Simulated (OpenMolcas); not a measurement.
Se+: CASPT2 settings compared

| Property | Result |
| --- | --- |
| Program | OpenMolcas |
| Basis | ANO-R2 [6s6p4d3f1g] |
| Scalar Hamiltonian | X2C, finite nucleus |
| Active space | 3 electrons in 3 orbitals (4p) |
| State averaging | 2S+1 = 4 odd, 1 root; 2S+1 = 2 odd, 8 roots |
| Spin-orbit coupling | state interaction with AMFI integrals over the reference wave functions, term energies averaged over their components |

Methods on the same reference wave functions:
A. CASSCF
B. SS-CASPT2, IPEA 0.15 Eh, real shift 0.2 Eh (closed shells correlated: 4s)
C. SS-CASPT2, IPEA 0.75 Eh, imaginary shift 0.15 Eh (closed shells correlated: 4s)
D. SS-CASPT2, IPEA 0.2 Eh, imaginary shift 0.2 Eh (closed shells correlated: 4s)

Energies in cm-1 above 4s2 4p3 4S* 3/2, the measured ground level; measured values from NIST Handbook of Basic Atomic Spectroscopic Data.

```json
{"Level": "4s2 4p3 4S* 3/2", "A": "0.0", "B": "0.0", "C": "0.0", "D": "0.0", "Measured": "0.0"}
{"Level": "4s2 4p3 2D* 3/2", "A": "17499", "B": "14280", "C": "14030", "D": "14200", "Measured": "13168"}
{"Level": "4s2 4p3 2D* 5/2", "A": "17903", "B": "14740", "C": "14490", "D": "14660", "Measured": "13784"}
{"Level": "4s2 4p3 2P* 1/2", "A": "29586", "B": "24850", "C": "24610", "D": "24740", "Measured": "23038"}
{"Level": "4s2 4p3 2P* 3/2", "A": "30126", "B": "25470", "C": "25240", "D": "25370", "Measured": "23895"}
```

Deviations, from unrounded energies. A percentage is the sum of absolute deviations over the sum of measured energies, with the sign that they share, or ± where signs differ.

```tsv
Against measurement	Levels	A	B	C	D
mean absolute deviation (cm-1)	4	5300	1400	1100	1300
other terms of the ground configuration (%)	4	+28.7	+7.4	+6.1	+6.9
```

C lies closest to measurement on these levels and A furthest from it. The largest miss of C in the table is 4s2 4p3 2P* 1/2, by +1600 cm-1. The ranking rests on the paired levels alone, and a cruder setting can come out closer through cancelling errors.

Among B to D the level of the table that moves most is 4s2 4p3 2D* 5/2, by 250 cm-1 (lowest in C, highest in B). Moves below CASPT2's spread within the term are not significant.

The mean deviations of B to D differ by less than CASPT2's widest spread within a term (320 cm-1), so their order carries little weight.

From A to B the spin-free energies of the other terms of 4s2 4p3 shown, above 4S*, scale by factors of 0.82 to 0.84.

The lowest spin-free term lies below A's lowest term by 0.080 hartree in B, 0.065 hartree in C, 0.079 hartree in D.

CASPT2 breaks the degeneracy within a term, and the mean is taken; among the terms shown or strongly mixed into the levels shown the widest spread is 320 cm-1 (4s2 4p3 2P*, C). With the s shell closed, the reference lacks s² → p² mixing. Without dynamic correlation excited terms often stand tens of per cent too high (terms of higher spin than the ground term too low), and those without a measured partner can miss by more than the paired ones (holds for A). Computed and measured levels are paired by configuration, term and J; levels that our copy of the source lacks, or whose pairing is in doubt (as where it misses far off the trend of its configuration), stay unpaired and out of the deviations. Levels of configurations outside the active space are missing.

* marks odd parity.
